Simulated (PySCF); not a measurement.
Si(Cl)3(OSiH3) (Cl3H3OSi2), SMILES [SiH3]O[Si](Cl)(Cl)Cl. Atoms are numbered in the order given.

```xyz
9

Si    -2.7031     0.2993    -0.6010
O     -1.0916     0.6279    -0.2897
Si     0.3735     0.0430     0.0753
Cl     0.9734    -1.2866    -1.3528
Cl     1.6982     1.5837     0.1653
Cl     0.3183    -0.9118     1.8785
H     -3.3030    -0.3742     0.5852
H     -2.7999    -0.5877    -1.7945
H     -3.3780     1.5981    -0.8601
```

The structure is a stationary point at PBE0-D3(BJ)/def2-SVP. The values are those of a single conformer.

Method: TDA-PBE/def2-SVPD in PySCF.

Vertical excitations. 

### Question
List the lowest excited states. (The exact figures need the calculation; the answer reports its results.)

### Answer

```csv
state,energy (eV),λ (nm),f,main pairs
S1,6.45,192,0.000,HOMO→LUMO 99 %
S2,6.52,190,0.000,HOMO−1→LUMO 97 %
S3,6.54,190,0.002,HOMO−2→LUMO 99 %
S4,6.91,179,0.008,HOMO−3→LUMO 85 %
S5,6.97,178,0.012,HOMO−4→LUMO 86 %
S6,7.10,175,0.002,"HOMO→LUMO+1 62 %, HOMO−1→LUMO+1 31 %"
S7,7.13,174,0.003,"HOMO−1→LUMO+1 66 %, HOMO→LUMO+1 24 %"
S8,7.21,172,0.008,HOMO−2→LUMO+1 85 %
S9,7.43,167,0.017,HOMO−5→LUMO 88 %
S10,7.45,166,0.016,HOMO−6→LUMO 89 %
T1,6.25,199,0,HOMO→LUMO 98 %
T2,6.28,197,0,HOMO−1→LUMO 97 %
T3,6.32,196,0,HOMO−2→LUMO 99 %
T4,6.67,186,0,HOMO−3→LUMO 85 %
```
Triplets are in the Tamm–Dancoff approximation.
